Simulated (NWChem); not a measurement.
System: SiNH₃O, singlet; SMILES N[Si]O

Input file for NWChem:

```
start job
memory heap 200 mb stack 900 mb global 1100 mb
geometry units angstroms noautosym nocenter noautoz
  Si    -0.659099     0.060271     0.000000
  O      0.410278     1.349046     0.000000
  H      1.363083     1.202177     0.000000
  N      0.414803    -1.294355     0.000000
  H      1.432265    -1.294079     0.000000
  H      0.048031    -2.241187     0.000000
end
basis spherical
  * library 6-31g*
end
dft
  xc hfexch
  iterations 150
  mulliken
end
task dft energy
esp
  recalculate
  probe 0.07
  range 0.3
  factor 1.0
  spacing 0.02
end
task esp
```

NWChem printed, in part:

```
             Northwest Computational Chemistry Package (NWChem) 7.3.0
             --------------------------------------------------------

                             Geometry "geometry" -> ""
                             -------------------------

 Output coordinates in angstroms (scale by  1.889725989 to convert to a.u.)

  No.       Tag          Charge          X              Y              Z
 ---- ---------------- ---------- -------------- -------------- --------------
    1 Si                  14.0000    -0.65909900     0.06027100     0.00000000
    2 O                    8.0000     0.41027800     1.34904600     0.00000000
    3 H                    1.0000     1.36308300     1.20217700     0.00000000
    4 N                    7.0000     0.41480300    -1.29435500     0.00000000
    5 H                    1.0000     1.43226500    -1.29407900     0.00000000
    6 H                    1.0000     0.04803100    -2.24118700     0.00000000

 Effective nuclear repulsion energy (a.u.)     102.2467594188

  xc_inp: hfexch multiplicative factor not found.

                                 NWChem DFT Module
                                 -----------------

 Summary of "ao basis" -> "ao basis" (spherical)
 ------------------------------------------------------------------------------
       Tag                 Description            Shells   Functions and Types
 ---------------- ------------------------------  ------  ---------------------
 Si                          6-31g*                  8       18   4s3p1d
 O                           6-31g*                  6       14   3s2p1d
 H                           6-31g*                  2        2   2s
 N                           6-31g*                  6       14   3s2p1d

            General Information
            -------------------
          SCF calculation type: DFT
          Wavefunction type:  closed shell.
          No. of atoms     :     6
          No. of electrons :    32
           Alpha electrons :    16
            Beta electrons :    16
          Charge           :     0
          Spin multiplicity:     1
          Use of symmetry is: off; symmetry adaption is: off
          Maximum number of iterations: 150
          AO basis - number of functions:    52
                     number of shells:    26
          Convergence on energy requested:  1.00D-06
          Convergence on density requested:  1.00D-05
          Convergence on gradient requested:  5.00D-04

              XC Information
              --------------
                     Hartree-Fock (Exact) Exchange  1.000

      Superposition of Atomic Density Guess
      -------------------------------------

 Sum of atomic energies:        -419.36009562

      Non-variational initial energy
      ------------------------------

 Total energy =    -420.249244
 1-e energy   =    -781.662090
 2-e energy   =     259.166086
 HOMO         =      -0.270636
 LUMO         =      -0.004504

     ---------------------------------------------
      Total Density - Mulliken Population Analysis
     ---------------------------------------------

    Atom       Charge   Shell Charges
 -----------   ------   -------------------------------------------------------
    1 Si  14    13.14   2.00  2.00  5.97  1.11  0.95  0.70  0.27  0.15
    2 O    8     9.05   2.00  0.94  3.15  0.90  2.06  0.01
    3 H    1     0.46   0.35  0.11
    4 N    7     8.21   2.00  0.83  2.65  0.81  1.91  0.01
    5 H    1     0.57   0.40  0.17
    6 H    1     0.56   0.40  0.15

   convergence    iter        energy       DeltaE   RMS-Dens  Diis-err
 ---------------- ----- ----------------- --------- --------- ---------
 d= 0,ls=0.0,diis     1   -419.9354776240 -5.22D+02  1.11D-02  5.86D-01
 d= 0,ls=0.0,diis     2   -419.9863914848 -5.09D-02  3.98D-03  1.89D-01
 d= 0,ls=0.0,diis     3   -420.0049829709 -1.86D-02  1.50D-03  3.80D-03
 d= 0,ls=0.0,diis     4   -420.0057431772 -7.60D-04  4.06D-04  2.30D-04
 d= 0,ls=0.0,diis     5   -420.0057912925 -4.81D-05  1.33D-04  3.42D-05
  Resetting Diis
 d= 0,ls=0.0,diis     6   -420.0057980644 -6.77D-06  6.92D-05  2.27D-06
 d= 0,ls=0.0,diis     7   -420.0057989754 -9.11D-07  8.68D-06  1.10D-07

         Total DFT energy =     -420.005798975391
      One electron energy =     -784.376788714845
           Coulomb energy =      298.462133404725
    Exchange-Corr. energy =      -36.337903084039
 Nuclear repulsion energy =      102.246759418768

 Numeric. integr. density =        0.000000000000

                       DFT Final Molecular Orbital Analysis
                       ------------------------------------

 Vector   14  Occ=2.000000D+00  E=-5.164036D-01
              MO Center=  3.4D-01,  1.1D+00, -6.3D-14, r^2= 1.1D+00
   Bfn.  Coefficient  Atom+Function         Bfn.  Coefficient  Atom+Function
  ----- ------------  ---------------      ----- ------------  ---------------
    23      0.573894  2 O  pz                27      0.465872  2 O  pz
     9      0.141055  1 Si pz                39      0.116510  4 N  pz
    43      0.094739  4 N  pz                13      0.069845  1 Si pz
     5     -0.065344  1 Si pz                17     -0.040761  1 Si d  1
    15      0.029160  1 Si d -1              29     -0.027219  2 O  d -1

 Vector   15  Occ=2.000000D+00  E=-4.209162D-01
              MO Center=  3.5D-01, -1.0D+00, -5.1D-17, r^2= 1.4D+00
   Bfn.  Coefficient  Atom+Function         Bfn.  Coefficient  Atom+Function
  ----- ------------  ---------------      ----- ------------  ---------------
    39      0.533972  4 N  pz                43      0.506616  4 N  pz
    23     -0.179453  2 O  pz                27     -0.163352  2 O  pz
     9      0.108675  1 Si pz                15     -0.057296  1 Si d -1
    13      0.055935  1 Si pz                 5     -0.048902  1 Si pz

 Vector   16  Occ=2.000000D+00  E=-3.392528D-01
              MO Center= -1.1D+00,  3.3D-02,  4.4D-15, r^2= 2.1D+00
   Bfn.  Coefficient  Atom+Function         Bfn.  Coefficient  Atom+Function
  ----- ------------  ---------------      ----- ------------  ---------------
    10      0.489049  1 Si s                  6      0.437737  1 Si s
     7     -0.391872  1 Si px                 2     -0.198448  1 Si s
    40     -0.198993  4 N  s                 11     -0.194517  1 Si px
     3      0.155186  1 Si px                24     -0.153723  2 O  s
    37      0.124967  4 N  px                21      0.115612  2 O  px

 Vector   17  Occ=0.000000D+00  E= 9.792871D-02
              MO Center= -7.1D-01,  4.3D-02, -6.1D-15, r^2= 3.5D+00
   Bfn.  Coefficient  Atom+Function         Bfn.  Coefficient  Atom+Function
  ----- ------------  ---------------      ----- ------------  ---------------
    13      0.805850  1 Si pz                 9      0.377873  1 Si pz
    43     -0.328261  4 N  pz                27     -0.247301  2 O  pz
    39     -0.194653  4 N  pz                23     -0.171517  2 O  pz
     5     -0.157683  1 Si pz                17      0.038693  1 Si d  1

 Vector   18  Occ=0.000000D+00  E= 1.612387D-01
              MO Center= -7.8D-01,  5.4D-02,  1.8D-14, r^2= 4.9D+00
   Bfn.  Coefficient  Atom+Function         Bfn.  Coefficient  Atom+Function
  ----- ------------  ---------------      ----- ------------  ---------------
    12      1.113429  1 Si py                40      0.733651  4 N  s
    24     -0.638780  2 O  s                 50     -0.270174  5 H  s
    34      0.230812  3 H  s                  8      0.221595  1 Si py
     4     -0.098883  1 Si py                11      0.088064  1 Si px
    20     -0.085015  2 O  s                 52     -0.073034  6 H  s

 Vector   19  Occ=0.000000D+00  E= 1.861593D-01
              MO Center=  6.8D-01, -1.8D-01,  2.7D-15, r^2= 4.9D+00
   Bfn.  Coefficient  Atom+Function         Bfn.  Coefficient  Atom+Function
  ----- ------------  ---------------      ----- ------------  ---------------
    40      1.180979  4 N  s                 11     -0.852817  1 Si px
    10     -0.716706  1 Si s                 24      0.695101  2 O  s
    50     -0.579617  5 H  s                 34     -0.460622  3 H  s
    52     -0.373727  6 H  s                 25      0.218954  2 O  px
    41      0.203313  4 N  px                26     -0.196458  2 O  py

[...]

                     NWChem Electrostatic Potential Fit Module
                     -----------------------------------------

 Atom parameters

 Number of atoms is                                    6
 Number of basis functions is                         52

 Grid parameters

 Maximum number of grid points is                  27943
 Number of grid points is                          27942
 Grid range                                     0.300000 nm
 Grid spacing                                   0.020000 nm
 Probe radius                                   0.070000 nm
 Atom radius factor                             1.000000

 Atomic radii

    1    0.100000
    7    0.140000
    8    0.136000
   14    0.187000
 FASTESP  F
  using M.O. file = ./job.movecs

    Atom              Coordinates                           Charge

                                                  ESP

    1 Si   -0.065910    0.006027    0.000000    0.086960
    2 O     0.041028    0.134905    0.000000   -0.523482
    3 H     0.136308    0.120218    0.000000    0.404861
    4 N     0.041480   -0.129436    0.000000   -0.361599
    5 H     0.143227   -0.129408    0.000000    0.213425
    6 H     0.004803   -0.224119    0.000000    0.179835
                                            ------------
                                                0.000000

 Dipole moment                                  1.162179

 Quadrupole moment Qxx                          2.378158
                   Qyy                          0.482700
                   Qzz                         -2.860858

 RMS deviation kJ/mol                           0.173852

 RRMS %                                        45.717405
```

Level: Hartree-Fock/6-31G* (spherical d). Low-valent species are run as closed-shell singlets; no triplet was tried in these runs. The geometry was optimised at PBE0/def2-SVP.
